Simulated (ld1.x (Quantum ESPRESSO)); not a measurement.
## u(r) = r·R(r): atom against pseudo-atom (Fe (Z = 26))

Columns: radius, all-electron u(r) and pseudo u(r) of the 4p shell (level -1.53 eV) of iron in the configuration [Ne] 3s2 3p6 3d6 4s1.75 4p0.25; PBEsol, scalar-relativistic, PAW scheme, ld1.x (Quantum ESPRESSO) 7.5.

```json
{"r (bohr)": "0.072", "all-electron": "0.0709", "pseudo": "-0.0131"}
{"r (bohr)": "0.145", "all-electron": "0.1051", "pseudo": "-0.0512"}
{"r (bohr)": "0.217", "all-electron": "0.0692", "pseudo": "-0.1075"}
{"r (bohr)": "0.290", "all-electron": "0.0008", "pseudo": "-0.1748"}
{"r (bohr)": "0.362", "all-electron": "-0.0683", "pseudo": "-0.2417"}
{"r (bohr)": "0.435", "all-electron": "-0.1244", "pseudo": "-0.3000"}
{"r (bohr)": "0.507", "all-electron": "-0.1605", "pseudo": "-0.3403"}
{"r (bohr)": "0.580", "all-electron": "-0.1778", "pseudo": "-0.3585"}
{"r (bohr)": "0.652", "all-electron": "-0.1783", "pseudo": "-0.3524"}
{"r (bohr)": "0.725", "all-electron": "-0.1657", "pseudo": "-0.3235"}
{"r (bohr)": "0.798", "all-electron": "-0.1431", "pseudo": "-0.2763"}
{"r (bohr)": "0.870", "all-electron": "-0.1141", "pseudo": "-0.2179"}
{"r (bohr)": "0.942", "all-electron": "-0.0808", "pseudo": "-0.1544"}
{"r (bohr)": "1.015", "all-electron": "-0.0444", "pseudo": "-0.0906"}
{"r (bohr)": "1.088", "all-electron": "-0.0068", "pseudo": "-0.0317"}
{"r (bohr)": "1.160", "all-electron": "0.0305", "pseudo": "0.0195"}
{"r (bohr)": "1.232", "all-electron": "0.0672", "pseudo": "0.0637"}
{"r (bohr)": "1.305", "all-electron": "0.1034", "pseudo": "0.1028"}
{"r (bohr)": "1.378", "all-electron": "0.1381", "pseudo": "0.1381"}
{"r (bohr)": "1.450", "all-electron": "0.1708", "pseudo": "0.1708"}
{"r (bohr)": "1.522", "all-electron": "0.2017", "pseudo": "0.2017"}
{"r (bohr)": "1.595", "all-electron": "0.2312", "pseudo": "0.2312"}
{"r (bohr)": "1.668", "all-electron": "0.2588", "pseudo": "0.2588"}
{"r (bohr)": "1.740", "all-electron": "0.2842", "pseudo": "0.2842"}
{"r (bohr)": "1.812", "all-electron": "0.3078", "pseudo": "0.3078"}
{"r (bohr)": "1.885", "all-electron": "0.3300", "pseudo": "0.3300"}
```

How many radial nodes do the two functions have?

The all-electron 4p function has n − l − 1 = 2; the pseudo-wave has 1, since 1 lower shell of the same l stays in the valence.

At about which radius was the pseudo-wave matched?

1.45 bohr, where the columns begin to agree (steps of 0.07 bohr).

Is the pseudo-wave norm-conserving?

No, it belongs to a PAW set: the norm inside the radius is not constrained, and the difference is carried by the augmentation charge.
